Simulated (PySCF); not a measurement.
Vertical excitations of a molecule C₃H₁₀Si₃ from TDA-PBE/def2-SVPD (PySCF), as energy in eV (oscillator strength): 4.92 (0.005), 5.25 (0.078), 5.29 (0.007), 5.48 (0.002), 5.62 (0.010), 5.98 (0.015). Lowest triplet (TDA): 3.72 eV. Coordinates come from a B3LYP-D3(BJ)/def2-SVP optimisation. The values are those of a single conformer.

**Question.** Identify the compound among the candidates.
(A) C1=C[SiH2][SiH2]C[SiH2]1
(B) [SiH3][Si@@H]1CC=C[SiH2]1
(C) [SiH3][SiH2]C1=CC[SiH2]1
(D) C=C1[SiH2][SiH2][C@H]1[SiH3]

**Answer.** D, C=C1[SiH2][SiH2][C@H]1[SiH3]
